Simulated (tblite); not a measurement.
C9H7ClO.
Bonds: C1–C2 (double), C2–C3, C3–O4 (double), C3–Cl5, C2–C6, C6–C7 (aromatic), C7–C8 (aromatic), C8–C9 (aromatic), C9–C10 (aromatic), C10–C11 (aromatic), C6–C11 (aromatic). Hydrogens: H12, H13 on C1; H14 on C7; H15 on C8; H16 on C9; H17 on C10; H18 on C11.

Computed with GFN2-xTB (tblite), gas phase: L-BFGS steps from a force-field or distance-geometry start until the largest atomic force falls under 0.01 eV/Å.

Geometry at step 14:
```
atom  x, y, z in Å
C1      2.2206   -0.7115    1.0351
C2      1.5973   -0.1430    0.0027
C3      2.4337    0.3493   -1.1040
O4      3.6171    0.3060   -1.1961
Cl5     1.4718    1.0801   -2.4075
C6      0.1232   -0.0071   -0.0417
C7     -0.6545   -1.0347   -0.5612
C8     -2.0342   -0.9410   -0.5217
C9     -2.6427    0.1711    0.0365
C10    -1.8684    1.1951    0.5554
C11    -0.4886    1.1074    0.5192
H12     1.6761   -1.0936    1.8801
H13     3.2937   -0.7997    1.0495
H14    -0.1777   -1.9067   -0.9865
H15    -2.6350   -1.7520   -0.9040
H16    -3.7201    0.2342    0.0801
H17    -2.3397    2.0523    1.0135
H18     0.1186    1.9002    0.9324
```

Question: Give the atomic forces at this geometry.

Answer: 
```
atom  Fx (eV/Å)  Fy (eV/Å)  Fz (eV/Å)
  C1      0.039     -0.014      0.047
  C2      0.084      0.010     -0.046
  C3     -0.165      0.057     -0.070
  O4      0.010     -0.001     -0.008
 Cl5      0.022     -0.033      0.058
  C6      0.068     -0.027      0.047
  C7     -0.020      0.041      0.000
  C8     -0.014     -0.009      0.031
  C9     -0.005     -0.019      0.018
 C10     -0.017     -0.019      0.025
 C11      0.002      0.006     -0.022
 H12     -0.024     -0.018      0.034
 H13      0.027     -0.010      0.006
 H14     -0.003      0.034      0.015
 H15     -0.023      0.011     -0.054
 H16      0.013     -0.002     -0.019
 H17      0.003      0.016     -0.050
 H18      0.005     -0.024     -0.011
```

The largest, 0.19 eV/Å, acts on C3; the rms over all components is 0.038 eV/Å. The forces sum to zero within rounding, as they must for an isolated molecule in no field.

Question: Give the force on C3 in Eh/bohr and in nN.

Answer: 0.188 eV/Å ÷ 51.422 = 0.00366 Eh/bohr, and 0.188 eV/Å × 1.602 = 0.30 nN.

Question: How far is this geometry from the end of the optimisation?

Answer: 0.011 eV above it, and 0.071 Å rms away after alignment. The bonds farthest from their final lengths, with half the difference of the two atoms' forces along the bond (positive lengthens):

| bond | now (Å) | final (Å) | force along bond (eV/Å) |
| --- | --- | --- | --- |
| C3–Cl5 | 1.777 | 1.772 | -0.12 |

The angle farthest from its final value is C3–C2–C6, 120.8° against 118.8°.
